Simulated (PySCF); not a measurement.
Isomers of [C7H7FS]+ (charge +1 and doublet state), one GFN2-xTB conformer each. Single-point energies are computed at B3LYP/pcH-1 (PySCF, gas phase, no added dispersion term), electronic only. GFN2-xTB treats the open shell by occupation alone, and not every SCF solution was tested for stability.

| SMILES | GFN2-xTB relative energy (kcal/mol) |
| --- | --- |
| C[C+]=[C]CCC(F)=C=S | 61.5 |
| C[S+]c1ccccc1F | 0.0 |

Conformers: `[CH3:1][C+:2]=[C:3][CH2:4][CH2:5][C:6]([F:7])=[C:8]=[S:9]` (charge +1 and doublet state) with C3–C4–C5–C6 64°, C4–C5–C6–F7 -71°; `[CH3:1][S+:2][c:3]1[cH:4][cH:5][cH:6][cH:7][c:8]1[F:9]` (charge +1 and doublet state) with C1–S2–C3–C4 -2°.

Problem. What does B3LYP/pcH-1 give for the same structures?

Solution. 
```tsv
SMILES	B3LYP/pcH-1 E (Eh)	B3LYP/pcH-1 (kcal/mol)	GFN2-xTB (kcal/mol)	point group
C[S+]c1ccccc1F	-768.72357	0.0	0.0	–
C[C+]=[C]CCC(F)=C=S	-768.60640	73.5	61.5	C1
```

Both levels put the same isomer lowest.
